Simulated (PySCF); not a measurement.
Harmonic spectrum computed at PBE0 in the def2-TZVPD basis family (core potentials from Rb on, PySCF, no spin–orbit coupling):

| symmetry | ω (cm⁻¹) | IR (km/mol, summed over degenerate members) |
| --- | --- | --- |
| πu | 269 | 188 |
| σg+ | 811 | 0.0 |
| σu+ | 1161 | 181 |

Q: Which molecule gave it? In each, all ligands are bound to the one heavy central atom.
A. AlO₂⁻ (singlet)
B. GaO₂⁻ (singlet)
C. SiO₂⁻ (doublet)
D. PO₂⁻ (singlet)

A: A. It has D∞h symmetry with Al–O 1.630 Å (×2).
